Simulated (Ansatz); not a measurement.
Steps of a relaxation of C₇H₆N₂ (`c1ccc2[nH]ncc2c1`) with RKS PBE0-D4/def2-TZVP.

```sh
$ ansatz run in.yaml --threads 2 --pin off --events-out ev --progress --plain --max-ram 32768MiB --backend cuda --devices 0, --max-vram 18GiB
```

```yaml
crystal:
  periodic: [false, false, false]
  atoms:
    - {symbol: C, position_ang: [0.242386, -1.141162, -1.630811]}
    - {symbol: C, position_ang: [1.207008, -1.461290, -0.637686]}
    - {symbol: C, position_ang: [1.241718, -0.799924, 0.591086]}
    - {symbol: C, position_ang: [0.274330, 0.203083, 0.803767]}
    - {symbol: N, position_ang: [0.021273, 1.033561, 1.866623]}
    - {symbol: N, position_ang: [-1.022774, 1.866373, 1.653644]}
    - {symbol: C, position_ang: [-1.470692, 1.586206, 0.432068]}
    - {symbol: C, position_ang: [-0.705247, 0.540972, -0.182256]}
    - {symbol: C, position_ang: [-0.713352, -0.148013, -1.416673]}
    - {symbol: H, position_ang: [0.254554, -1.690309, -2.584271]}
    - {symbol: H, position_ang: [1.945438, -2.251340, -0.842947]}
    - {symbol: H, position_ang: [1.990670, -1.052089, 1.356173]}
    - {symbol: H, position_ang: [0.519733, 1.079472, 2.754620]}
    - {symbol: H, position_ang: [-2.327149, 2.138980, 0.026156]}
    - {symbol: H, position_ang: [-1.457906, 0.095470, -2.189502]}
basis:
  gaussian: {orbitals: def2-TZVP}
hamiltonian: {xc: pbe0, dispersion: d4}
relax: {f_tol: 0.005, max_steps: 150}
```

Positions (Å) and forces (eV/Å) along the path, 5 of 5 steps:

```xyz
15
step=1 energy=-10328.1532 eV
C     0.242   -1.141   -1.631   -0.154    0.221    0.143
C     1.207   -1.461   -0.638   -0.096    0.217    0.233
C     1.242   -0.800    0.591   -0.118   -0.044   -0.269
C     0.274    0.203    0.804   -0.326    0.195   -0.182
N     0.021    1.034    1.867    0.131   -0.156   -0.065
N    -1.023    1.866    1.654    0.090   -0.605   -0.927
C    -1.471    1.586    0.432    0.186    0.077    0.438
C    -0.705    0.541   -0.182    0.341   -0.142    0.298
C    -0.713   -0.148   -1.417    0.224   -0.151    0.096
H     0.255   -1.690   -2.584   -0.008    0.293    0.505
H     1.945   -2.251   -0.843   -0.391    0.419    0.109
H     1.991   -1.052    1.356   -0.381    0.122   -0.401
H     0.520    1.079    2.755   -0.370   -0.008   -0.614
H    -2.327    2.139    0.026    0.480   -0.300    0.244
H    -1.458    0.095   -2.190    0.393   -0.138    0.391
15
step=2 energy=-10328.2460 eV
C     0.239   -1.130   -1.616   -0.056    0.060    0.016
C     1.196   -1.448   -0.631   -0.008    0.056    0.083
C     1.232   -0.794    0.586   -0.027   -0.025   -0.088
C     0.272    0.201    0.796   -0.191    0.142   -0.057
N     0.023    1.023    1.852    0.024   -0.042   -0.036
N    -1.016    1.851    1.637    0.063   -0.237   -0.318
C    -1.460    1.574    0.428    0.066    0.044    0.183
C    -0.698    0.535   -0.180    0.147   -0.060    0.133
C    -0.707   -0.147   -1.405    0.060   -0.042    0.022
H     0.252   -1.673   -2.559    0.002    0.073    0.133
H     1.926   -2.229   -0.835   -0.104    0.107    0.023
H     1.973   -1.045    1.341   -0.100    0.032   -0.105
H     0.514    1.070    2.730   -0.100    0.008   -0.147
H    -2.306    2.120    0.027    0.121   -0.079    0.055
H    -1.443    0.093   -2.170    0.103   -0.036    0.101
15
step=3 energy=-10328.2539 eV
C     0.238   -1.127   -1.612   -0.013    0.005   -0.014
C     1.193   -1.443   -0.629    0.012   -0.002    0.020
C     1.228   -0.792    0.584    0.003   -0.010   -0.013
C     0.270    0.201    0.793   -0.034    0.024   -0.011
N     0.024    1.020    1.846    0.002    0.003    0.010
N    -1.013    1.844    1.630    0.023   -0.023   -0.004
C    -1.455    1.569    0.427   -0.019    0.023    0.012
C    -0.694    0.533   -0.179    0.025   -0.018    0.007
C    -0.704   -0.147   -1.401    0.001   -0.003   -0.004
H     0.251   -1.668   -2.550    0.003   -0.004   -0.004
H     1.919   -2.221   -0.832    0.003   -0.004   -0.004
H     1.966   -1.041    1.336    0.005   -0.002    0.005
H     0.512    1.068    2.721   -0.002    0.009    0.011
H    -2.298    2.113    0.028   -0.005    0.000   -0.008
H    -1.437    0.092   -2.163   -0.005    0.002   -0.003
15
step=4 energy=-10328.2539 eV
C     0.238   -1.127   -1.612   -0.007    0.003   -0.005
C     1.193   -1.443   -0.629    0.006    0.001    0.008
C     1.228   -0.792    0.583    0.001   -0.004   -0.005
C     0.270    0.201    0.793   -0.012    0.007   -0.007
N     0.024    1.020    1.847    0.004   -0.002    0.003
N    -1.012    1.844    1.631    0.008   -0.009   -0.002
C    -1.455    1.569    0.427   -0.008    0.012    0.007
C    -0.694    0.533   -0.179    0.010   -0.007    0.005
C    -0.704   -0.147   -1.401    0.002   -0.003   -0.002
H     0.251   -1.668   -2.551    0.002   -0.002    0.000
H     1.919   -2.221   -0.832    0.000   -0.001   -0.002
H     1.967   -1.041    1.336    0.001    0.000    0.001
H     0.512    1.068    2.722   -0.004    0.005    0.003
H    -2.298    2.113    0.027    0.000   -0.002   -0.004
H    -1.437    0.092   -2.163   -0.001    0.001    0.000
15
step=5 energy=-10328.2539 eV
C     0.238   -1.127   -1.613    0.001   -0.001    0.000
C     1.193   -1.443   -0.629   -0.001    0.000   -0.001
C     1.228   -0.792    0.583    0.001    0.000    0.001
C     0.270    0.201    0.794   -0.003    0.003    0.001
N     0.024    1.020    1.847    0.005   -0.003    0.002
N    -1.012    1.844    1.631   -0.001    0.001    0.000
C    -1.455    1.569    0.427    0.000    0.000   -0.001
C    -0.694    0.533   -0.178   -0.001   -0.001   -0.003
C    -0.704   -0.147   -1.401    0.000    0.001    0.001
H     0.251   -1.668   -2.551    0.001    0.000    0.001
H     1.919   -2.222   -0.833    0.000    0.000    0.000
H     1.967   -1.042    1.336   -0.001    0.001    0.000
H     0.511    1.069    2.723    0.000    0.000   -0.001
H    -2.298    2.112    0.026    0.000    0.001    0.002
H    -1.438    0.093   -2.162    0.000   -0.001   -0.002
```

Run time 29 s (2 threads of an AMD EPYC 7R13 on a shared host and a share of an NVIDIA H100 80 GB); peak host memory 0.93 GiB.
